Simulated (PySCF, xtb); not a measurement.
W(O)3 anion (O3W), SMILES [O]=[W](=[O])=[O] (connectivity only; charge and spin as stated), charge -1, multiplicity 2.

Harmonic wavenumbers (cm⁻¹) from GFN2-xTB run with xtb 6.7.1 at its own minimum, in rising order: 130, 247, 247, 721, 727, 727.

Problem. What does PBE-D3(BJ)/def2-SVPD run with PySCF give at its own minimum? (Estimate from the structure and the level; the computed values follow.)

Solution. 180, 293, 293, 860, 860, 915. Paired by order, the mean absolute difference is 100 cm⁻¹ and the zero-point energies are 4.0 and 4.9 kcal/mol.
